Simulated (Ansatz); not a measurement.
The cluster HfO₃H₂. The state is a triplet with charge 0. Geometry B3LYP-D4/def2-TZVP, that of the neutral singlet; atoms count from 1.

```csv
atom,x (Å),y (Å),z (Å)
Hf1,-0.2192,0.3159,-0.1026
O2,-1.2436,-0.8772,-1.2398
O3,-0.0393,-0.2710,-1.9436
O4,0.9332,-0.2943,1.3424
H5,-0.9384,2.0394,0.1515
H6,1.5072,-0.9128,1.7921
```

In the def2 sets Hf takes a core potential; there is no spin–orbit coupling. The structure holds one bond between oxygen atoms, so isomers without such links may lie far lower. At PBE0-D4/def2-TZVP a singlet of charge 0 lies 3.34 eV below the triplet at the same geometry. The structure comes from a short search, and lower isomers may exist.

(1) Estimate the Mulliken populations from the PBE0/def2-TZVP orbitals of Ansatz.

(2) Where does the spin sit?

(3) And the Mayer bond orders between bonded heavy atoms (over 0.3)?

## Answers

(1) 
| atom | charge (e) | spin (α − β) | d electrons |
| --- | --- | --- | --- |
| Hf1 | 0.97 | 0.64 | 1.87 |
| O2 | -0.23 | 0.88 | – |
| O3 | -0.18 | 0.50 | – |
| O4 | -0.70 | -0.01 | – |
| H5 | -0.19 | -0.01 | – |
| H6 | 0.33 | 0.00 | – |
Mulliken values and Mayer orders depend strongly on the basis.

(2) Summed by element: Hf 0.64, O 1.38, H -0.01, of 2 unpaired in all. Largest on single atoms: O2 0.88, Hf1 0.64, O3 0.50.

(3) Hf1–O2 0.92 (1.94 Å); Hf1–O3 1.06 (1.94 Å); Hf1–O4 1.03 (1.95 Å); O2–O3 0.92 (1.52 Å).
